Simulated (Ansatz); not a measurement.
`B/C=C(\F)Cl`. The species carries charge 0 and has multiplicity 1.

| atom | x (Å) | y (Å) | z (Å) |
| --- | --- | --- | --- |
| B1 | -0.9684 | -0.2462 | 0.9435 |
| C2 | 0.1635 | -0.4945 | -0.0474 |
| C3 | 0.7174 | 0.4902 | -0.7630 |
| F4 | 0.3491 | 1.7471 | -0.6856 |
| Cl5 | 1.9836 | 0.2940 | -1.8889 |
| H6 | -1.4004 | 0.8533 | 1.1126 |
| H7 | -1.4252 | -1.1652 | 1.5556 |
| H8 | 0.5805 | -1.4786 | -0.2268 |

Question: Give the diagnostics of a CCSD(T)/def2-TZVPP run (frozen core, the Gaussian-basis code of Ansatz). (An estimate is asked.)

Answer: Ansatz gave: T1 = 0.0123, largest single amplitude 0.021, largest double 0.055, (T) share of the correlation energy 4.1 %, 10 CCSD cycles. The RHF solution is stable towards an unrestricted one. T1 lies under the customary mark of 0.02 for closed shells.
